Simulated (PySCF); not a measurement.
Vertical excitations of a molecule C4H8O2 from PySCF 2.14.0 with TDA-PBE/def2-SVPD, as energy in eV (oscillator strength): 5.67 (0.016), 6.02 (0.014), 6.48 (0.012), 6.53 (0.002), 6.75 (0.015), 6.78 (0.002), 6.80 (0.003), 6.97 (0.010), 7.14 (0.025), 7.32 (0.010). Lowest triplet (TDA): 5.57 eV. The structure is a stationary point at B3LYP-D3(BJ)/def2-SVP. Other conformers were not sampled.

Question: Identify the compound among the candidates.
(A) C[C@H]1COCO1
(B) CC1[C@@H](O)[C@@H]1O
(C) CO[C@@H]1C[C@H]1O
(D) OCC1(O)CC1

Answer: C, CO[C@@H]1C[C@H]1O
